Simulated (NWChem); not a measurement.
System: C3H3Cl; SMILES C=C=CCl

Here is an NWChem input.

```
start job
memory heap 200 mb stack 900 mb global 1100 mb
geometry units angstroms noautoz
  C      0.367344     2.310989     0.000000
  C     -0.162755     1.116334     0.000000
  C     -0.711296    -0.070776     0.000000
  Cl     0.205293    -1.544373     0.000000
  H      0.598269     2.831072    -0.936595
  H      0.598269     2.831072     0.936595
  H     -1.794637    -0.220294     0.000000
end
basis spherical
  * library def2-tzvp
end
dft
  xc b3lyp
  iterations 150
  mulliken
end
task dft energy
```

Geometry: optimised at PBE0/def2-SVP.

Task: What results follow from this input? (B3LYP/def2-TZVP.) Quantities: energy (Ha); highest occupied level (eV); orbital gap (eV); dipole (D).

Result: 
```yaml
energy (Ha): -576.33
highest occupied level (eV): -7.13
orbital gap (eV): 6.12
dipole (D): 1.63
```
